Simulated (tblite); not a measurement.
Compound: C8H12BN.
Numbering: `[CH3:1][B:2]([CH3:3])[C@@H:4]1[CH:5]=[CH:6][CH2:7][C@@H:8]1[C:9]#[N:10]` (hydrogens: H11, H12, H13 on C1; H14, H15, H16 on C3; H17 on C4; H18 on C5; H19 on C6; H20, H21 on C7; H22 on C8)

Computed with GFN2-xTB (tblite), gas phase: L-BFGS steps from a force-field or distance-geometry start until the largest atomic force falls under 0.01 eV/Å.

Step 0: E = -743.5303 eV
```
atom  x, y, z in Å  |  force x, y, z in eV/Å
C1     -2.3017    1.3092    0.5698   -0.486  -0.219   0.017
B2     -1.1975    0.3491   -0.0265    0.087  -0.378   0.321
C3     -1.6011   -1.1039   -0.5451   -0.043   0.565  -0.065
C4      0.3442    0.8476   -0.0541   -0.759   0.558   0.845
C5      0.8607    0.7651   -1.4344    0.263   0.084  -1.022
C6      1.8256   -0.1267   -1.5780   -0.125   0.189  -0.417
C7      2.1404   -0.8176   -0.3008    0.782  -0.592   0.149
C8      1.3740   -0.0057    0.7580   -0.307  -0.395   0.744
C9      0.8018   -0.8740    1.8098   -0.570  -0.350   0.587
N10     0.3454   -1.5465    2.6403    0.946   1.314  -1.672
H11    -2.3400    2.2468   -0.0252   -0.059  -0.471   0.617
H12    -3.3094    0.8202    0.5272    0.784   0.659   0.150
H13    -2.0757    1.5544    1.6369   -0.245  -0.016  -0.941
H14    -2.3354   -0.9915   -1.3799    0.509  -0.323   0.694
H15    -2.0799   -1.6670    0.2795    0.210   0.228  -0.629
H16    -0.7266   -1.6529   -0.9059   -0.416  -0.091   0.014
H17     0.3881    1.8986    0.3054    0.005  -0.409  -0.101
H18     0.4708    1.3457   -2.2697   -0.028  -0.063   0.478
H19     2.3042   -0.3529   -2.5178    0.095  -0.125   0.161
H20     3.2379   -0.8000   -0.0917   -0.711  -0.299  -0.114
H21     1.7809   -1.8663   -0.3578    0.347   0.378   0.178
H22     2.0831    0.6877    1.2474   -0.277  -0.245   0.009
```

Step 1: E = -743.5937 eV
```
atom  x, y, z in Å  |  force x, y, z in eV/Å
C1     -2.3087    1.3061    0.5701    0.029  -0.200  -0.113
B2     -1.1963    0.3437   -0.0219   -0.016  -0.096   0.343
C3     -1.6017   -1.0958   -0.5460    0.209   0.295   0.043
C4      0.3333    0.8556   -0.0420   -0.191  -0.163   0.047
C5      0.8644    0.7663   -1.4490   -0.094   0.057   0.201
C6      1.8238   -0.1240   -1.5839    0.134  -0.165   0.021
C7      2.1516   -0.8261   -0.2987   -0.107   0.057  -0.017
C8      1.3696   -0.0113    0.7686   -0.231  -0.289   0.262
C9      0.7937   -0.8790    1.8182    1.805   3.095  -3.684
N10     0.3589   -1.5277    2.6164   -1.441  -2.215   2.675
H11    -2.3408    2.2401   -0.0164   -0.062  -0.297   0.446
H12    -3.2982    0.8296    0.5293    0.259   0.382   0.118
H13    -2.0792    1.5542    1.6235   -0.184   0.025  -0.601
H14    -2.3282   -0.9961   -1.3700    0.253  -0.220   0.397
H15    -2.0769   -1.6637    0.2706    0.131   0.172  -0.465
H16    -0.7326   -1.6542   -0.9057   -0.355  -0.060   0.003
H17     0.3882    1.8927    0.3040    0.010  -0.026   0.049
H18     0.4704    1.3448   -2.2629   -0.169   0.176   0.076
H19     2.3055   -0.3546   -2.5155    0.168  -0.147   0.001
H20     3.2278   -0.8043   -0.0933   -0.178  -0.260  -0.016
H21     1.7858   -1.8609   -0.3552    0.268   0.100   0.133
H22     2.0791    0.6842    1.2475   -0.239  -0.222   0.082
```

**Question.** Estimate the geometry and energy of step 2. (The exact step hangs on the optimiser's Hessian estimate; all steps are aligned on step 1, rigid shifts and turns removed.)

**Answer.** E = -743.6648 eV, largest force 1.690 eV/Å
```
atom  x, y, z in Å  |  force x, y, z in eV/Å
C1     -2.3147    1.3014    0.5693    0.616  -0.151  -0.254
B2     -1.1953    0.3379   -0.0146   -0.124   0.158   0.334
C3     -1.6004   -1.0857   -0.5465    0.454   0.011   0.166
C4      0.3217    0.8613   -0.0306    0.307  -0.711  -0.631
C5      0.8670    0.7679   -1.4604   -0.254  -0.092   1.139
C6      1.8234   -0.1230   -1.5892    0.212  -0.320   0.398
C7      2.1607   -0.8333   -0.2969   -0.876   0.595  -0.232
C8      1.3635   -0.0191    0.7807    0.272   0.492  -0.947
C9      0.8029   -0.8550    1.7918   -0.791  -0.916   1.179
N10     0.3579   -1.5311    2.6194    0.621   0.924  -1.172
H11    -2.3422    2.2313   -0.0043   -0.053  -0.042   0.199
H12    -3.2856    0.8416    0.5324   -0.414   0.014   0.069
H13    -2.0840    1.5542    1.6058   -0.080   0.082  -0.131
H14    -2.3192   -1.0023   -1.3573   -0.068  -0.088   0.020
H15    -2.0730   -1.6592    0.2581    0.032   0.086  -0.226
H16    -0.7412   -1.6559   -0.9055   -0.219  -0.049  -0.024
H17     0.3883    1.8872    0.3031    0.018   0.328   0.194
H18     0.4685    1.3456   -2.2560   -0.295   0.382  -0.263
H19     2.3083   -0.3576   -2.5134    0.227  -0.163  -0.129
H20     3.2169   -0.8106   -0.0950    0.413  -0.197   0.105
H21     1.7928   -1.8550   -0.3517    0.150  -0.217   0.087
H22     2.0733    0.6789    1.2484   -0.147  -0.127   0.119
```

The energy changes by -0.0711 eV. The first-order estimate −F·Δx gives -0.2747 eV and the mean of the old and new forces, exact on a quadratic surface, -0.0740 eV. The step makes an angle of 51° with the force vector and moves no atom by more than 0.037 Å.

What follows is the cost of the whole relaxation. Hardware: an Arm Neoverse V1 with one thread, no GPU, on a shared host. Cost: 1.2 s of wall time.
